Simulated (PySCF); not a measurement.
Calculation: TPSSh-D3(BJ)/def2-TZVP // r2SCAN-D4/def2-SVP in PySCF. Isolated molecules, 0 K electronic values unless said otherwise. One relaxed conformer stands for a flexible species; it need not be the lowest. 

Reference species: [Hf(F)2(NH2)2] (neutral, multiplicity 1).

```
Item                                                           Result
------------------------------------------------------------  -------
mean distance from the central atom to its bonded neighbours  1.981 Å
HOMO–LUMO gap                                                 6.21 eV
coordination number                                                 4
```

Changed species: [Hf(F)4] (0 of 4 F replaced by NH2; the reference has 2 of 4 F replaced by NH2).

### Question
Predict the effect on the mean distance from the central atom to its bonded neighbours, HOMO–LUMO gap and coordination number.

### Answer
the mean distance from the central atom to its bonded neighbours falls by 0.073 Å, to 1.908 Å; the HOMO–LUMO gap rises by 3.68 eV, to 9.89 eV; the coordination number is nearly the same.
